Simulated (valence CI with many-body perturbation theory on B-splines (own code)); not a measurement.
Values are calculated unless marked as measured or tabulated.
Run record, Sr XVIII

Method: valence CI with perturbative core correlation (CI+MBPT): three valence electrons over a frozen Dirac-Fock core [Ar], radial functions for each j: 7 s, 7 p, 8 d, 6 f, 4 g, 1 h, with the one-electron correlation potential Σ1 (screened to all orders), the two-electron term Σ2, the three-electron term Σ3, Breit, model QED; selected single and double excitations, second order for the rest, scaled by the run's own slope (own B-spline code, finite nucleus).

Command, and the settings that its task file holds:

```sh
python run_cv.py task.json out
```

```
atom Sr  Z=38  mass_number=88  rms_radius_fm=4.2240
core [Ar]
valence 3d3
avg = 1
basis = M
beyond = 1
breit = 1
cap = 32000
capref = 2200
cscale = 1
de = 0.0
dress = 0
eps = 2e-08
extrap = 1
h = 0.27
hh = 1
l2 = 3
lcore = 6
maxit = 60
n2 = 5
natural = 1
nlev = 190
nno = [4, 4, 5, 4, 3, 1]
nroot = 40
nsp = [3, 3, 3, 2, 1, 0]
pt2 = 1
qed = 1
rpa = 1
s1 = 1
s2 = 1
s3 = 1
screen = 1
tol = 2e-05
whole = 1
```

Question: Roughly how long does this run take on one core of Intel(R) Xeon(R) Processor @ 2.30GHz, and how much memory?

Answer: 24 s on 1 thread of Intel(R) Xeon(R) Processor @ 2.30GHz (shared host), peak memory 0.4 GiB.

Log. The first blocks belong to the next ion, which gives the ionisation energy. Fields: 2J, parity (1 odd), roots, reference size, generating configurations, candidates as configurations/state functions, variational space P, stored matrix elements, Davidson steps; e2 is the range of second-order energies in hartree. The first line gives the box (bohr), its intervals, the orbitals and the steps of their self-consistent field. Window is the range of levels sought, series limit the energy at which the first omitted orbital would enter, core excitation an estimate of the first excitation out of the core, left out the lowest levels not solved, and shifts from estimates the range by which levels moved from their first estimate, all in cm⁻¹.

```
rmax 6.4 intervals 60 orbitals 59 references ['3d3', '3d2 4s', '3d2 4p'] scf 4 t 1.2
2J=4 par=0 roots 2 ref 48 generators 3 cand 547/547 P 595/595 nnz 0 it 0
2J=4 par=0 roots 2 ref 48 generators 6 cand 71/71 P 666/666 nnz 0 it 0
   second order: generators 9 cand 16/16 e2 -0.00000 -0.00000
2J=6 par=0 roots 2 ref 38 generators 4 cand 535/535 P 573/573 nnz 0 it 0
2J=6 par=0 roots 2 ref 38 generators 8 cand 26/26 P 599/599 nnz 0 it 0
   second order: generators 13 cand 48/48 e2 -0.00000 -0.00000
2J=8 par=0 roots 2 ref 30 generators 2 cand 451/451 P 481/481 nnz 0 it 0
2J=8 par=0 roots 2 ref 30 generators 3 cand 70/70 P 551/551 nnz 0 it 0
   second order: generators 7 cand 21/21 e2 -0.00000 -0.00000
reference levels 808, estimated 19, window 187423 1/cm; series limit 4273722, core excitation 888401
2J=3 par=0 roots 5 ref 71 generators 4 cand 397/923 P 1372/3487 nnz 3.2e+06 it 4
2J=3 par=0 roots 5 ref 71 generators 5 cand 263/591 P 1635/4078 nnz 4.3e+06 it 4
   second order: generators 7 cand 2285/5239 e2 -0.00001 -0.00000
2J=5 par=0 roots 5 ref 79 generators 3 cand 557/1530 P 1372/4107 nnz 4.5e+06 it 5
2J=5 par=0 roots 5 ref 79 generators 3 cand 257/676 P 1629/4783 nnz 6e+06 it 5
   second order: generators 5 cand 1753/5025 e2 -0.00001 -0.00000
2J=7 par=0 roots 3 ref 66 generators 2 cand 465/1285 P 1270/3835 nnz 4.1e+06 it 4
2J=7 par=0 roots 3 ref 66 generators 2 cand 260/768 P 1530/4603 nnz 5.7e+06 it 6
   second order: generators 3 cand 990/3116 e2 -0.00001 -0.00000
2J=9 par=0 roots 3 ref 49 generators 3 cand 268/673 P 1172/3221 nnz 2.9e+06 it 4
2J=9 par=0 roots 3 ref 49 generators 3 cand 242/695 P 1414/3916 nnz 4.3e+06 it 7
   second order: generators 3 cand 120/362 e2 -0.00000 -0.00000
2J=1 par=0 roots 2 ref 43 generators 2 cand 201/316 P 1201/1948 nnz 0 it 4
2J=1 par=0 roots 2 ref 43 generators 2 cand 163/263 P 1364/2211 nnz 0 it 4
   second order: generators 3 cand 592/769 e2 -0.00000 -0.00000
2J=11 par=0 roots 1 ref 25 generators 1 cand 139/389 P 902/2279 nnz 0 it 3
2J=11 par=0 roots 1 ref 25 generators 1 cand 204/532 P 1106/2811 nnz 2.3e+06 it 4
   second order: generators 1 cand 160/341 e2 -0.00000 -0.00000
left out: unestimated 2124725, estimated none, shifts from estimates 0 to 8
operators 2.0
```

The Davidson iterations converged.

No measured levels were compared; by estimate terms of the open shell hold to 2 to 4 % of their energy, and close levels can change places. Only levels of the ground parity were solved; by the run's estimate the other parity begins above the list, which can be wrong where configurations are misplaced.

```
Valence energy                            : -79.51372 hartree
Ionisation energy                         : 665.85 eV (NIST: 665 ± 3 eV (theoretical))
Reference configurations for the orbitals : 3d3, 3d2 4s, 3d2 4p
Radial orbitals                           : 59
Box radius                                : 6.367 bohr
Largest variational space                 : 4783
Lowest levels                             : 3d³ ⁴F_3/2 0.0, 3d³ ⁴F_5/2 8580, 3d³ ⁴F_7/2 17698, 3d³ ⁴F_9/2 26375, 3d³ ⁴P_3/2 47886, 3d³ ⁴P_1/2 50569, 3d³ ²G_7/2 59220, 3d³ ²G_9/2 62571, 3d³ ⁴P_5/2 63381, 3d³ ²D_3/2 [a] 72941, 3d³ ²P_1/2 77818, 3d³ ²H_11/2 85030, 3d³ ²H_9/2 87483, 3d³ ²D_5/2 [a] 89134 cm⁻¹
```

Names give the largest LS component (configuration and term), which can be under half, so a name can repeat, a term be missing and a line seem to break the LS rules; names also repeat where a configuration has a term twice. Letters in brackets count levels of one name in rising energy.
